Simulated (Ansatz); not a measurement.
`O[Si@@]1(Br)O[C@H]1F`, relaxed with RKS PBE0-D4/def2-TZVP in Ansatz 0.2.0 from a PBE-D4/def2-SVP geometry. The force threshold is 0.005 eV/Å; the program also tests the step.

The species carries charge 0 and has multiplicity 1.

Start:

```xyz
8

O    -0.698    1.494   -1.067
Si   -0.055    0.667    0.217
Br    0.404    2.158    1.766
O    -0.806   -0.777    0.713
C     0.525   -1.074    0.195
F     0.481   -1.798   -0.966
H    -1.032    0.920   -1.784
H     1.180   -1.591    0.927
```

Task: How much energy does the relaxation release, and in how many steps? (An estimate is asked.)

Result: The calculation gave: 9.19 kJ/mol, in 10 steps.

Task: Which bonds change most? (An estimate is asked.)

Result: The calculation gave: Si2–O4 from 1.702 to 1.648 Å; O1–Si2 from 1.657 to 1.617 Å; Si2–C5 from 1.835 to 1.804 Å; Si2–Br3 from 2.199 to 2.173 Å.

Task: Give the relaxed structure. (An estimate is asked.)

Result: The calculation gave: 
```xyz
8

O    -0.680    1.448   -1.046
Si   -0.085    0.650    0.228
Br    0.409    2.128    1.742
O    -0.797   -0.756    0.708
C     0.533   -1.045    0.190
F     0.472   -1.771   -0.960
H    -1.012    0.912   -1.772
H     1.160   -1.566    0.910
```
